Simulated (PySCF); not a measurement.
# Spinor energies of B (boron, neutral)

Start: [He] 2s2 3s1; 3s1/2 filled at m_j = +1/2. Calculated with PySCF 2.14 in x2c-TZVPall-2c with one added diffuse shell each of s, p, d type (6s4p3d1f, 40 functions): generalised Hartree-Fock with the X2C-1e Hamiltonian and a Gaussian nucleus; one run each with spin-orbit coupling (SO) switched off, then screened by Boettger's factors. This is a chosen level, not necessarily the ground level.

```tsv
spinor shell	electrons	ε, spin-free (eV)	ε, screened SO (eV)	weight of nominal j (screened SO)	rms radius, screened SO (bohr)
1s1/2	2	-217.60	-217.60	1.000	0.378
2s1/2	2	-18.923	-18.923	1.000	1.96
3s1/2	1	-3.066	-3.066	1.000	6.54
```

```csv
quantity,spin-free,screened SO
E (hartree),-24.35626,-24.35626
M_J,1/2,1/2
⟨J²⟩,0.750,0.750
⟨L²⟩,0.000,0.000
⟨S²⟩,0.750,0.750
```

Without spin-orbit coupling the j labels of p, d and f shells carry no meaning; the spin-free column gives the mean over the occupied spinors of each nl shell.
